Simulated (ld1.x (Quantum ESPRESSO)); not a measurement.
## iodine, TM: configuration errors across variants

- Element: iodine (I)
- Generator: ld1.x (Quantum ESPRESSO) 7.5
- Type: norm-conserving Troullier–Martins (Kleinman–Bylander form)
- Functional: PBE
- Relativity: scalar-relativistic
- Frozen core: [Kr] 4d10
- Valence charge: 7
- Reference configuration: 5s2 5p5
- Partial waves: 5p (bound): rc 1.55 bohr; 5d channel at 0.5 Ry: rc 1.80 bohr; 5s (bound): rc 1.85 bohr
- Local potential: the s channel
- Core correction: a·sin(br)/r model core, default radius (core density twice the valence density)

All-electron excitation energies from the reference (eV): (1) 5s2 5p4 11.131; (2) 5s2 5p3 30.977; (3) 5s2 5p2 60.305; (4) 5s2 5p4.5 4.532; (5) 5s2 5p1 99.731; (6) 5s1 5p5 22.111; (7) 5s1 5p6 10.414.

The default core radius of the base comes out at 1.41 bohr.

2 further variants failed, have other tests or too few solved ones, and are left out.

A true bound ghost makes a file unfit for plane-wave use even where its test errors are small: the radial tests pick states by their node count and pass the ghost by. Where a test does run into it, the solver fails or the error is huge.

Errors AE − PS in meV (a dash: test not solved or not reliable):

| change | (1) | (2) | (3) | (4) | (5) | (6) | (7) | bound ghosts |
| --- | --- | --- | --- | --- | --- | --- | --- | --- |
| base | -3.2 | -16 | -57 | -1.1 | -165 | -11 | -5.1 | p, d |
| wave 5p (bound): rc 1.55 bohr becomes 5p (bound): rc 1.88 bohr | -3.3 | -14 | -49 | -1.2 | -136 | -15 | -9.5 | d |
| wave 5d channel at 0.5 Ry: rc 1.80 bohr becomes 5d channel at 0.5 Ry: rc 2.00 bohr | -3.2 | -16 | -57 | -1.1 | -165 | -11 | -5.1 | p |
| all radii but the core radius scaled by about 1.36 (s 2.52, p 2.10, d 2.44 bohr) | +0.2 | +6.6 | +17 | -0.5 | +19 | -45 | -41 | none |
| wave 5s (bound): rc 1.85 bohr becomes 5s (bound): rc 2.18 bohr | -2.1 | -9.1 | -37 | -0.9 | -116 | -16 | -11 | p, d |
| core correction a·sin(br)/r model core inside 1.10 bohr | -3.3 | -16 | -59 | -1.1 | – | -11 | -5.3 | p, d |
| wave 5d channel at 0.5 Ry: rc 1.80 bohr becomes 5d channel at -0.07 Ry: rc 1.80 bohr | -3.2 | -16 | -57 | -1.1 | -165 | -11 | -5.1 | p, d |

Problem. Give the same row for: local potential all-electron potential smoothed inside 1.40 bohr (lloc = -1).

Solution. +40, +223, +640, +7.8, –, +116, +15; bound ghosts: s, p. Not counted: 5s2 5p1 (solver errors, printed error -3.1 eV).
